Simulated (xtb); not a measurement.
Harmonic IR lines of one isomer of CHNSi, unscaled. All values below come from GFN2-xTB (xtb 6.7.1).

wavenumber (cm⁻¹): 503 (m), 1871 (vs), 2300 (vs)

### Question
Identify which structure gives these lines.
A) `N#C[SiH]` (excited triplet)
B) `N#C[SiH]` (lower singlet)
C) `[C-]#[N+][SiH]` (excited triplet)
D) `[C-]#[N+][SiH]` (lower singlet)

### Answer
C, `[C-]#[N+][SiH]` (excited triplet)
